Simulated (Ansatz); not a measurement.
CoW₂. Charge 0, multiplicity 2. Geometry B3LYP-D4/def2-TZVPD, that of the charge -1 singlet; atoms count from 1.

```xyz
3

Co   -0.324    0.375   -1.269
W     1.119    0.302    0.535
W    -0.796   -0.677    0.733
```

In the def2 sets W takes a core potential; there is no spin–orbit coupling. The charge 0 doublet is spin-contaminated (final ⟨S²⟩ up to 3.05, 0.75 for a pure state). The structure comes from a short search, and lower isomers may exist.

Estimate the Mulliken populations from the PBE0/def2-TZVPD orbitals of Ansatz.


```
atom  charge (e)  spin (α − β)  d electrons
 Co1       -0.03          1.74         7.81
  W2        0.05          2.06         4.66
  W3       -0.02         -2.80         4.71
```
Mulliken values and Mayer orders depend strongly on the basis. With diffuse functions, as here, like atoms can get unlike values, and bond orders can come out too low or too high.

Where does the spin sit?

Summed by element: Co 1.74, W -0.74, of 1 unpaired in all. Largest on single atoms: W3 -2.80, W2 2.06, Co1 1.74.

And the Mayer bond orders between bonded heavy atoms (over 0.3)?

Co1–W2 1.23 (2.31 Å); Co1–W3 1.26 (2.31 Å); W2–W3 3.48 (2.16 Å).
